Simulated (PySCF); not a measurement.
Level of theory: TPSSh-D3(BJ)/def2-TZVP // r2SCAN-D4/def2-SVP in PySCF. Isolated molecules, 0 K electronic values unless said otherwise. One relaxed conformer stands for a flexible species; it need not be the lowest. 

Reference species: [Y(F)3] (neutral, multiplicity 1).

```
Property                                                        Result
------------------------------------------------------------  --------
LUMO                                                          -2.61 eV
HOMO                                                          -9.41 eV
mean distance from the central atom to its bonded neighbours   2.000 Å
charge on the central atom (Mulliken)                           1.56 e
```

Changed species: [Y(F)2(NH2)] (1 of 3 F replaced by NH2; the reference has 0 of 3 F replaced by NH2).

Question: Give the shifts of the LUMO, HOMO, mean distance from the central atom to its bonded neighbours and charge on the central atom (Mulliken).

Answer: the LUMO rises by 0.50 eV, to -2.11 eV; the HOMO rises by 3.03 eV, to -6.38 eV; the mean distance from the central atom to its bonded neighbours rises by 0.052 Å, to 2.052 Å; the charge on the central atom (Mulliken) falls by 0.06 e, to 1.50 e.
